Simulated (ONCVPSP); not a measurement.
**LDA (Perdew-Wang 92) ONCV dataset for manganese (Mn), scalar-relativistic all-electron reference.**

ONCVPSP 4.0.1 was run on this input:

```
# ATOM AND REFERENCE CONFIGURATION
# atsym  z   nc   nv     iexc    psfile
  Mn 25.00    3    4  -001012      upf
#
#   n    l    f
    1    0    2.00
    2    0    2.00
    2    1    6.00
    3    0    2.00
    3    1    6.00
    3    2    5.00
    4    0    1.75
#
# PSEUDOPOTENTIAL AND OPTIMIZATION
# lmax
    2
#
#   l,   rc,      ep,       ncon, nbas, qcut
    0    1.55    0.00    4    7    7.00
    1    1.30    0.00    3    7    8.70
    2    1.15    0.00    4    9   14.00
#
# LOCAL POTENTIAL
# lloc, lpopt,  rc(5),   dvloc0
    4    5    0.75    0.00
#
# VANDERBILT-KLEINMAN-BYLANDER PROJECTORs
# l, nproj, debl
    0    2    3.50
    1    2    3.10
    2    2    0.60
#
# MODEL CORE CHARGE
# icmod, fcfact, rcfact
    0    0.00    0.00
#
# LOG DERIVATIVE ANALYSIS
# epsh1, epsh2, depsh
   -5.00    5.00    0.04
#
# OUTPUT GRID
# rlmax, drl
    6.00    0.01
#
# TEST CONFIGURATIONS
# ncnf
    4
# nvcnf
#   n    l    f
    4
    3    0    2.00
    3    1    6.00
    3    2    5.00
    4    0    2.00
#
    4
    3    0    2.00
    3    1    6.00
    3    2    5.00
    4    0    1.00
#
    4
    3    0    2.00
    3    1    6.00
    3    2    5.00
    4    0    0.00
#
    5
    3    0    2.00
    3    1    6.00
    3    2    4.00
    4    0    2.00
    4    1    1.00
#
```

Command:

```bash
oncvpsp.x < Mn.dat > Mn.out
```

The program printed (shortened: citation, most of the input echo, consistency checks and plot data are left out):

```
ONCVPSP  (Optimized Norm-Conservinng Vanderbilt PSeudopotential)
scalar-relativistic version 4.0.1

#   n    l    f        energy (Ha)
    1    0    2.00    -2.3580365E+02
    2    0    2.00    -2.7345292E+01
    2    1    6.00    -2.3213418E+01
    3    0    2.00    -3.2096056E+00
    3    1    6.00    -2.0734993E+00
    3    2    5.00    -3.2792532E-01
    4    0    1.75    -2.5406197E-01

Reference configufation results
  iterations    27
  all-electron total energy (Ha)   -1.15608566D+03

Begin loop to  construct optimized pseudo wave functions
and semi-local pseudopoentials for all angular momenta

Calculating optimized projector #   1

 for l=   0

    Fraction of norm inside rc  0.967644
    Optimizing pswf for qcut=   7.00 a_B^-1,  ecut=  24.48 Ha
    Residual kinetic energy error=  1.18D-05 Ha

    Energy error per electron        Cutoff
         Ha          eV             Ha
         0.01000     0.27211        8.19
         0.00100     0.02721       10.84
         0.00010     0.00272       19.70
         0.00001     0.00027       26.61

Calculating optimized projector #   2

 for l=   0

    Fraction of norm inside rc  0.063028
    Optimizing pswf for qcut=   7.00 a_B^-1,  ecut=  24.48 Ha
    Residual kinetic energy error=  2.85D-05 Ha

    Energy error per electron        Cutoff
         Ha          eV             Ha
         0.01000     0.27211        6.18
         0.00100     0.02721        9.58
         0.00010     0.00272       21.13
         0.00001     0.00027       37.75

   Wellstate for l =  1  n =  5
     eigenvalue =   1.0265
     asymptotic potential =   1.5265
     half-point radius =  4.0572

Calculating optimized projector #   1

 for l=   1

    Fraction of norm inside rc  0.862786
    Optimizing pswf for qcut=   8.71 a_B^-1,  ecut=  37.92 Ha
    Residual kinetic energy error=  7.32D-06 Ha

    Energy error per electron        Cutoff
         Ha          eV             Ha
         0.01000     0.27211       22.47
         0.00100     0.02721       28.48
         0.00010     0.00272       32.96
         0.00001     0.00027       38.15

Calculating optimized projector #   2

 for l=   1

    Fraction of norm inside rc  0.043796
    Optimizing pswf for qcut=   8.71 a_B^-1,  ecut=  37.92 Ha
    Residual kinetic energy error=  2.30D-06 Ha

    Energy error per electron        Cutoff
         Ha          eV             Ha
         0.01000     0.27211       17.89
         0.00100     0.02721       24.77
         0.00010     0.00272       30.64
         0.00001     0.00027       35.20

   Wellstate for l =  2  n =  4
     eigenvalue =   0.2721
     asymptotic potential =   0.7721
     half-point radius =  5.8896

Calculating optimized projector #   1

 for l=   2

    Fraction of norm inside rc  0.571200
    Optimizing pswf for qcut=  14.02 a_B^-1,  ecut=  98.25 Ha
    Residual kinetic energy error=  6.36D-07 Ha

    Energy error per electron        Cutoff
         Ha          eV             Ha
         0.01000     0.27211       58.23
         0.00100     0.02721       71.18
         0.00010     0.00272       81.28
         0.00001     0.00027       89.16

Calculating optimized projector #   2

 for l=   2

    Fraction of norm inside rc  0.066404
    Optimizing pswf for qcut=  14.02 a_B^-1,  ecut=  98.25 Ha
    Residual kinetic energy error=  1.27D-07 Ha

    Energy error per electron        Cutoff
         Ha          eV             Ha
         0.01000     0.27211       46.32
         0.00100     0.02721       61.94
         0.00010     0.00272       74.74
         0.00001     0.00027       84.75

Construct Vanderbilt / Kleinmman-Bylander projectors

B matrix Hermiticity error, ll=   0
   1   2    2.6180E-04

  Orthonormal projector coefficients  1.5113E+01  1.8821E+00

B matrix Hermiticity error, ll=   1
   1   2   -2.8459E-04

  Orthonormal projector coefficients  9.7953E+00  1.4427E+00

B matrix Hermiticity error, ll=   2
   1   2    4.3069E-05

  Orthonormal projector coefficients -6.9172E+00 -2.1700E+00

Pseudoatom total energy -104.115573

Diagnostic tests using Vanderbilt-Kleinman-Bylander pseudopotentials
  1 or more projectors used as specified by nproj input data

   l    rcore       rmatch      e in        delta e   norm test  slope test

   0   1.5503498   1.5974218  -3.2096056   0.0000031   1.0001639   1.0001469
   0   1.5503498   1.5974218  -0.2540620   0.0000029   1.0000281   1.0000223

   1   1.3034317   1.3430067  -2.0734993  -0.0000188   1.0001282   1.0001379
   1   1.3034317   1.3430067   1.0265007   0.0000759   1.0003076   1.0003076

   2   1.1564548   1.1915673  -0.3279253   0.0000001   1.0000968   1.0000942
   2   1.1564548   1.1915673   0.2720747  -0.0000044   1.0002056   1.0002056

 Testing for bound ghosts
   n   l    E NL Schr. Eq   E Basis Diag.   E Cutoff

   1   0       -3.209603       -3.209599     79.26
   2   0       -0.254059       -0.185709     79.26

   2   1       -2.073518       -2.073437    131.37

   3   2       -0.327925       -0.310551    331.04

 Testing for highly-localized positive-energy ghosts
       l    <radius>/rc     E Basis Diag.   E Cutoff

Test configuration 0

   n   l     f        eae           eps        diff
   1   0  2.0000 -235.80364699
   2   0  2.0000  -27.34529244
   2   1  6.0000  -23.21341764
   3   0  2.0000   -3.20960561   -3.20960253    3.09D-06
   3   1  6.0000   -2.07349929   -2.07351805   -1.88D-05
   3   2  5.0000   -0.32792532   -0.32792518    1.36D-07
   4   0  1.7500   -0.25406197   -0.25405904    2.94D-06

    Total energies and differences
      AE_ref= -1.15608566D+03  AE_tst= -1.15608566D+03  dif=  0.00D+00
      PS_ref= -1.04115573D+02  PS_tst= -1.04115573D+02  dif= -9.95D-14
      PSP excitation error=  9.95D-14

Test configuration 1

   n   l     f        eae           eps        diff
   1   0  2.0000 -235.73234374
   2   0  2.0000  -27.27534126
   2   1  6.0000  -23.14334828
   3   0  2.0000   -3.13866049   -3.13870203   -4.15D-05
   3   1  6.0000   -2.00246028   -2.00248879   -2.85D-05
   3   2  5.0000   -0.25757938   -0.25755161    2.78D-05
   4   0  2.0000   -0.19413997   -0.19414348   -3.52D-06

    Total energies and differences
      AE_ref= -1.15608566D+03  AE_tst= -1.15614163D+03  dif= -5.60D-02
      PS_ref= -1.04115573D+02  PS_tst= -1.04171545D+02  dif= -5.60D-02
      PSP excitation error=  5.61D-06

Test configuration 2

   n   l     f        eae           eps        diff
   1   0  2.0000 -236.04001575
   2   0  2.0000  -27.57635697
   2   1  6.0000  -23.44494514
   3   0  2.0000   -3.44378808   -3.44368723    1.01D-04
   3   1  6.0000   -2.30789128   -2.30788754    3.74D-06
   3   2  5.0000   -0.55913169   -0.55924394   -1.12D-04
   4   0  1.0000   -0.44699942   -0.44696581    3.36D-05

    Total energies and differences
      AE_ref= -1.15608566D+03  AE_tst= -1.15582387D+03  dif=  2.62D-01
      PS_ref= -1.04115573D+02  PS_tst= -1.03853769D+02  dif=  2.62D-01
      PSP excitation error= -1.11D-05

Test configuration 3

   n   l     f        eae           eps        diff
   1   0  2.0000 -236.39862315
   2   0  2.0000  -27.92476866
   2   1  6.0000  -23.79424140
   3   0  2.0000   -3.79666700   -3.79655508    1.12D-04
   3   1  6.0000   -2.66079111   -2.66080702   -1.59D-05
   3   2  5.0000   -0.90482922   -0.90520268   -3.73D-04

    Total energies and differences
      AE_ref= -1.15608566D+03  AE_tst= -1.15524066D+03  dif=  8.45D-01
      PS_ref= -1.04115573D+02  PS_tst= -1.03270580D+02  dif=  8.45D-01
      PSP excitation error=  8.49D-06

Test configuration 4

   n   l     f        eae           eps        diff
   1   0  2.0000 -236.00804275
   2   0  2.0000  -27.58038970
   2   1  6.0000  -23.44549004
   3   0  2.0000   -3.40502244   -3.40742824   -2.41D-03
   3   1  6.0000   -2.26150603   -2.26155621   -5.02D-05
   3   2  4.0000   -0.48641624   -0.48516419    1.25D-03
   4   0  2.0000   -0.26982313   -0.26994801   -1.25D-04
   4   1  1.0000   -0.10030222   -0.10029939    2.84D-06

    Total energies and differences
      AE_ref= -1.15608566D+03  AE_tst= -1.15585025D+03  dif=  2.35D-01
      PS_ref= -1.04115573D+02  PS_tst= -1.03880684D+02  dif=  2.35D-01
      PSP excitation error=  5.30D-04
```

The run took about 3.2 s on one core of a shared server CPU.
